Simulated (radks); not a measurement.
All-electron atom: the tantalum ion Ta+ in [Xe] 4f13 5d3 6s2 (not the ground configuration).

Method: Dirac Kohn-Sham, LDA (Slater exchange, Perdew-Wang correlation), spin-unpolarised, spherical densities, finite nucleus; open shells are shared between the two j in proportion to 2j + 1; Fermi nuclear charge, rms radius 5.3507 fm; computed with a radial shooting solver on a logarithmic mesh with Libxc functionals.

Energy parts (Ry):
part                       energy
total                 -31226.2348
kinetic                35030.7733
electron-nucleus      -77789.7408
Hartree                12146.9325
exchange-correlation    -614.1998

Orbitals (lengths in bohr, moments of r in powers of bohr):
| orbital | occ. | eigenvalue (Ry) | <r^4> | <r^2> |
|---|---|---|---|---|
| 1s1/2 | 2 | -4940.288 | 6.224e-07 | 0.0004795 |
| 2s1/2 | 2 | -849.6031 | 0.00009363 | 0.007327 |
| 2p1/2 | 2 | -812.4666 | 0.00005647 | 0.005237 |
| 2p3/2 | 4 | -719.2252 | 0.00008132 | 0.006440 |
| 3s1/2 | 2 | -195.8017 | 0.003478 | 0.04796 |
| 3p1/2 | 2 | -179.2170 | 0.003073 | 0.04403 |
| 3p3/2 | 4 | -159.1527 | 0.004027 | 0.05067 |
| 3d3/2 | 4 | -130.9742 | 0.002747 | 0.03936 |
| 3d5/2 | 6 | -126.6008 | 0.002984 | 0.04118 |
| 4s1/2 | 2 | -41.03939 | 0.08194 | 0.2374 |
| 4p1/2 | 2 | -34.19335 | 0.08968 | 0.2450 |
| 4p3/2 | 4 | -29.53332 | 0.1178 | 0.2808 |
| 4d3/2 | 4 | -18.23833 | 0.1522 | 0.3069 |
| 4d5/2 | 6 | -17.37831 | 0.1659 | 0.3204 |
| 5s1/2 | 2 | -6.40885 | 2.550 | 1.317 |
| 5p1/2 | 2 | -4.36429 | 3.934 | 1.604 |
| 5p3/2 | 4 | -3.66831 | 5.477 | 1.887 |
| 4f5/2 | 5.57143 | -3.28551 | 0.5191 | 0.4708 |
| 4f7/2 | 7.42857 | -3.13299 | 0.5564 | 0.4858 |
| 5d3/2 | 1.2 | -1.05326 | 31.11 | 4.113 |
| 5d5/2 | 1.8 | -0.99289 | 35.62 | 4.394 |
| 6s1/2 | 2 | -0.97042 | 135.0 | 9.480 |

The highest occupied level is 6s1/2 at -13.203 eV. The density falls to 0.001 e/bohr^3 at r = 4.45 bohr. The electron density at the nucleus is 1.307e+06 e/bohr^3.
